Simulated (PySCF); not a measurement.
A side-by-side comparison of computed properties.

First species: C7H15P.
Bonds: C1–P2 (double), P2–C3, P2–C4, C4–C5, C5–C6, C6–C7, C7–C8, P2–C8. Hydrogens: H9, H10 on C1; H11, H12, H13 on C3; H14, H15 on C4; H16, H17 on C5; H18, H19 on C6; H20, H21 on C7; H22, H23 on C8.

Second species: C₇H₁₅P.
Numbering: `[CH3:1]/[CH:2]=[P:3]/[CH2:4][C:5]([CH3:6])([CH3:7])[CH3:8]` (hydrogens: H9, H10, H11 on C1; H12 on C2; H13, H14 on C4; H15, H16, H17 on C6; H18, H19, H20 on C7; H21, H22, H23 on C8)

Levels: PBE0/pcSseg-1 for HOMO energy, LUMO energy and HOMO–LUMO gap. Geometries: GFN2-xTB. All species are isolated and taken at one optimised geometry, non-relativistic unless stated. Electronic properties by PySCF.

Dipoles, sizes and rotational constants follow the conformer. The torsions of the flexible species, by atom-mapped SMILES:
- `[CH3:1]/[CH:2]=[P:3]/[CH2:4][C:5]([CH3:6])([CH3:7])[CH3:8]`: C2–P3–C4–C5 126°, P3–C4–C5–C6 -60°

The conformers of `C=P1(C)CCCCC1` aren't listed.

Values for the first species:

```
HOMO energy   : -5.11 eV
LUMO energy   : 1.06 eV
HOMO–LUMO gap : 6.17 eV
```

Question: Estimate the same properties for the second species, and the change in each.

Answer: 
| property | first | second | second less first |
| --- | --- | --- | --- |
| HOMO energy | -5.11 eV | -6.87 eV | -1.76 eV |
| LUMO energy | 1.06 eV | -1.18 eV | -2.24 eV |
| HOMO–LUMO gap | 6.17 eV | 5.69 eV | -0.48 eV |

